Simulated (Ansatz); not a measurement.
A made-up structure of CH4SiSn, closed shell:

```
7
angstrom
C -1.2589 0.1709 -0.5304
Si -1.4784 -1.3532 -1.2015
Sn 0.7147 0.0294 0.3486
H -1.6732 1.1573 -0.3606
H 1.7212 1.2049 -0.3739
H 0.5875 0.3132 2.0279
H -2.1871 -2.3051 -1.9812
```

It is relaxed with PBE-D4/def2-SVP and then PBE0-D4/def2-TZVP (Ansatz 0.2.0). Atoms count as bonded within 1.22 times the sum of their covalent radii (H–H: 0.88 Å). The end point is not checked to be a true minimum.

(1) Does its bonding change? (Judge from chemistry; the calculation decides.)

Answers

(1) The calculation gives: No: no bond forms or breaks.

Where it ends: The first stage lowers the energy by 1.47 eV in 9 steps. It ends as CH₄SiSn ([CH]1[SiH][SnH2]1):
```
7
angstrom
C -1.4686 0.4281 -0.5444
Si -1.1220 -1.1834 -1.0007
Sn 0.4977 0.1305 0.2782
H -2.1764 1.2460 -0.5662
H 1.8631 0.8701 -0.4371
H 0.7190 -0.0556 1.9632
H -1.8870 -2.2183 -1.7642
```

Labels in which every atom is bracketed show which atoms are joined, not bond orders.

For scale, one of the runs: PBE0-D4/def2-TZVP relaxation, 142 basis functions, launched by `ansatz run in.yaml --threads 2 --pin off --events-out ev --progress --plain --max-ram 4352MiB`. Hardware: 2 CPU threads of an Arm Neoverse V1, shared host. Wall time about 24 s.
